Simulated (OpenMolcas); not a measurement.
Ni+, Pd+, Pt+: d9 down the group

```json
{
 "Program": "OpenMolcas",
 "Method": "CASSCF",
 "Basis": "ANO-R2",
 "Scalar Hamiltonian": "X2C, finite nucleus",
 "Spin-orbit coupling": "state interaction with AMFI integrals over the reference wave functions, term energies averaged over their components"
}
```

Active space for each ion: 9 electrons in 5 orbitals (d).

Computed levels in cm-1 above 2D 5/2:

| Level | Ni+ | Pd+ | Pt+ |
| --- | --- | --- | --- |
| 2D 3/2 | 1509 | 3447 | 10417 |
| weight of 2D in the lowest level (%) | 100 | 100 | 100 |

Measured, with the error of the calculation in %. Measured levels: Ni+, Pd+ from NIST Handbook of Basic Atomic Spectroscopic Data.

```tsv
Level	Ni+	Pd+
2D 3/2	1507 (+0.1)	3539 (-2.6)
```

The fine-structure level 2D 3/2 changes by a factor of 6.9 from Ni+ to Pt+.

Without dynamic correlation excited terms often stand tens of per cent too high (terms of higher spin than the ground term too low), and those without a measured partner can miss by more than the paired ones. Measured partners are found by configuration, term and J. A level has none where our copy of the source lacks it or the pairing is in doubt (some pairs that miss far off the trend of their configuration count as doubtful), and it then counts in no deviation. Levels of configurations outside the active space are missing.
